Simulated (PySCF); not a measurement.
Predicted spectroscopic data

[PySCF 2.14: GIAO PBE0/pcSseg-1 shieldings; geometry from GFN2-xTB; no solvent; no relativistic terms; rapidly exchanging positions averaged; single conformer]

Scale: TMS for 1H and 13C (reference shieldings calculated alike). Splittings of carbon signals by F and P are missing where no couplings were computed. Where no couplings were computed, multiplicities follow the n + 1 count of equivalent neighbours, and m marks all less simple cases (inequivalent or close neighbours, rings, F or P nearby). Shifts are as computed. Against solution values, carbons near 30 ppm lie about +3 ppm off and those near 130 ppm about +5 ppm. Of 1211 compounds with measured shifts, 218 miss one by over three times the rms of a fit or turn the order of signals round; such compounds aren't used in these exercises.

Compound 1 (C₅H₇FO₂). 1H NMR (600 MHz, computed): δ 5.02 (m, 1H), 4.00 (s, 3H), 2.07 (s, 3H). 13C{1H} NMR (computed): δ 181.6, 161.6, 95.9, 55.9, 20.1. Structure: `CO/C(C)=C\C(=O)F`.

Compound 2 (C₄H₁₁FOSi). 1H NMR (600 MHz, computed): δ 4.72 (m, 2H), 3.88 (s, 3H), 1.39 (m, 6H). 13C{1H} NMR (computed): δ 93.3, 54.4, 26.0. Structure: SMILES CO[SiH2]C(C)(C)F.
